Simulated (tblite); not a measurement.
Species: C₅H₅F₃O₂ (charge +1 and doublet state).
Numbering: `[O+:1]=[C:2]([C@@H:3]1[CH2:4][CH2:5][O:6]1)[C:7]([F:8])([F:9])[F:10]` (hydrogens: H11 on C3; H12, H13 on C4; H14, H15 on C5)

A start from a force field or distance geometry was refined with GFN2-xTB geometry optimisation, gas phase in tblite 0.8.0. Values at the start:

| coordinate | start |
| --- | --- |
| O1=C2 | 1.243 Å |
| C2–C3 | 1.466 Å |
| C2–C7 | 1.464 Å |
| C3–C4 | 1.499 Å |
| C3–O6 | 1.381 Å |
| C3–H11 | 1.115 Å |
| C4–C5 | 1.496 Å |
| C4–H12 | 1.117 Å |
| C4–H13 | 1.116 Å |
| C5–O6 | 1.402 Å |
| C5–H14 | 1.103 Å |
| C5–H15 | 1.123 Å |
| C7–F8 | 1.398 Å |
| C7–F9 | 1.392 Å |
| C7–F10 | 1.365 Å |
| O1–C2–C3 | 121.4° |
| O1–C2–C7 | 117.7° |
| C2–C3–C4 | 111.7° |
| C2–C7–F8 | 107.2° |
| C2–C7–F10 | 116.6° |
| C3–C2–C7 | 120.9° |
| C3–C4–C5 | 84.6° |
| F8–C7–F9 | 104.1° |
| O1–C2–C3–C4 | -76° |
| C2–C3–C4–C5 | -122° |
| C3–C4–C5–O6 | 1° |
| C4–C5–O6–C3 | -1° |

How do these coordinates change at the GFN2-xTB level?

```tsv
coordinate	GFN2-xTB (Å or °)	change
C2–C7	1.594	+0.130
C2–C3	1.560	+0.094
C7–F8	1.309	-0.089
C7–F9	1.318	-0.074
O1=C2	1.171	-0.072
C3–C4	1.533	+0.034
C7–F10	1.332	-0.033
C4–C5	1.524	+0.028
C4–H13	1.090	-0.026
C4–H12	1.092	-0.025
C5–H15	1.100	-0.023
C3–H11	1.103	-0.012
C5–O6	1.411	+0.009
C5–H14	1.100	-0.003
C3–O6	1.383	+0.002
C3–C2–C7	111.2	-9.7
C2–C7–F10	107.8	-8.8
F8–C7–F9	110.6	+6.5
O1–C2–C7	124.0	+6.3
O1–C2–C3	124.9	+3.5
C2–C7–F8	109.8	+2.6
C2–C3–C4	113.9	+2.2
C3–C4–C5	83.5	-1.1
C2–C3–C4–C5	-118	+4
C4–C5–O6–C3	2	+3
O1–C2–C3–C4	-72	+4
C3–C4–C5–O6	-2	-3
```

The energy falls by 0.996 eV over 60 L-BFGS steps, the largest force on an atom goes from 6.21 to 0.008 eV/Å, and the atoms move by 0.185 Å rms after alignment. The bond that changes most is C2–C7 (ends: carbon bonded to 2 C and O; carbon bonded to C and 3 F), which lengthens by 0.130 Å. Bonds longer at the end by more than 0.005 Å: 5 of 15; shorter: 8. Among the dihedrals that turn most is H11–C3–O6–C5, from -112° to -125°. Rotational constants go from 2297, 1087, 935.6 to 2254, 1140, 948.2 MHz.

Time: 0.31 s of wall time. Hardware: Arm Neoverse V2, one thread, shared host.

Its GFN2-xTB frequencies are all real (lowest 32 cm⁻¹). 3 starts were optimised and ended at 0.00, 0.47 and 0.47 kcal/mol (GFN2-xTB); the lowest of these is shown.

One conformer stands for the species.

All values are computed, not measured.
